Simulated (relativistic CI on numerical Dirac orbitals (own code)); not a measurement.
# How well does a small relativistic CI reproduce Kr⁷⁺?

Computed by Dirac-Coulomb-Breit CI, KLI orbitals optimised for each configuration, model QED (radiative potential, 1s self-energy scaled to tabulated hydrogen-like ionisation energies), unscaled Slater integrals (own radial code, finite nucleus).

Configuration list (outside the closed core [Ar]): 3d¹⁰4s, 3d¹⁰4p, 3d¹⁰4d, 3d¹⁰4f, 3d¹⁰5s, 3d¹⁰5p, 3d⁹4s², 3d¹⁰5d, 3d¹⁰6s, 3d¹⁰6p, 3d¹⁰5f, 3d¹⁰5g, 3d¹⁰6d, 3d⁹4s4p, 3d¹⁰7s, 3d¹⁰7p, 3d¹⁰7d, 3d⁹4s4d, 3d⁹4s5s, 3d⁹4s5p, 3d⁹4s4f, 3d⁹4s5d, 3d⁹4s6s. Double excitations out of closed p, d and f shells are left out; levels of such configurations are missing from the list, as are those of other unlisted configurations, and high levels can miss mixing partners.

```csv
Configuration,Term (tabulated),J,Measured (cm⁻¹),Computed,Error,Purity (%)
3d¹⁰4s,2S,1/2,0.0,0,0,100
3d¹⁰4p,2P°,1/2,143696.0,142097,-1599,100
3d¹⁰4p,2P°,3/2,153476.0,151610,-1866,100
3d¹⁰4d,2D,3/2,374046.0,370015,-4031,100
3d¹⁰4d,2D,5/2,375377.0,371293,-4084,100
3d¹⁰5s,2S,1/2,490087.0,483883,-6204,100
3d¹⁰5p,2P°,1/2,546681.0,540321,-6360,100
3d¹⁰5p,2P°,3/2,550444.0,543976,-6468,100
3d¹⁰4f,2F°,7/2,562731.0,556319,-6412,100
3d¹⁰4f,2F°,5/2,562765.0,556373,-6392,100
3d¹⁰5d,2D,3/2,641076.0,634032,-7044,100
3d¹⁰5d,2D,5/2,641617.0,634549,-7068,100
3d⁹4s²,2D,5/2,657102.0,659145,2043,99
3d⁹4s²,2D,3/2,667276.0,669241,1965,100
3d¹⁰6s,2S,1/2,692518.0,684387,-8131,100
3d¹⁰6p,2P°,1/2,720594.0,712492,-8102,100
3d¹⁰6p,2P°,3/2,722471.0,714325,-8146,100
3d¹⁰5f,2F°,5/2,724999.0,717083,-7916,100
3d¹⁰5f,2F°,7/2,725004.0,717043,-7961,100
3d¹⁰5g,2G,7/2,733091.0,723760,-9331,100
3d¹⁰5g,2G,9/2,733093.0,723768,-9325,100
3d¹⁰6d,2D,3/2,768919.0,760601,-8318,100
3d¹⁰6d,2D,5/2,769247.0,760894,-8353,100
3d⁹4s4p,4P°,3/2,782852.0,772498,-10354,84
3d⁹4s4p,4F°,3/2,788563.0,778091,-10472,93
3d⁹4s4p,4P°,1/2,789316.0,778777,-10539,93
3d¹⁰7s,2S,1/2,796490.0,787602,-8888,100
3d⁹4s4p,4D°,1/2,803335.0,793237,-10098,88
3d¹⁰7p,2P°,1/2,812476.0,803608,-8868,100
3d¹⁰7p,2P°,3/2,813550.0,804658,-8892,100
3d¹⁰7d,2D,3/2,840561.0,831617,-8944,100
3d¹⁰7d,2D,5/2,840751.0,831793,-8958,100
```

Measured levels from Saloman, J. Phys. Chem. Ref. Data 36, 215 (2007); pairs were made by configuration, J and term (by order where the table uses no LS term), so strongly mixed levels may be paired wrongly.

Mean error by configuration (cm⁻¹): 3d¹⁰4p -1732; 3d¹⁰4d -4058; 3d¹⁰5s -6204; 3d¹⁰5p -6414; 3d¹⁰4f -6402; 3d¹⁰5d -7056; 3d⁹4s² 2004; 3d¹⁰6s -8131; 3d¹⁰6p -8124; 3d¹⁰5f -7939; 3d¹⁰5g -9328; 3d¹⁰6d -8336; 3d⁹4s4p -10366; 3d¹⁰7s -8888; 3d¹⁰7p -8880; 3d¹⁰7d -8951. Over the excited levels the mean absolute error is 7198 cm⁻¹ (31 of the 69 excited levels that our extract of the source holds in range could be paired, and the others can miss by more), and the median relative error of those above 1,000 cm⁻¹ is 1.1 %.
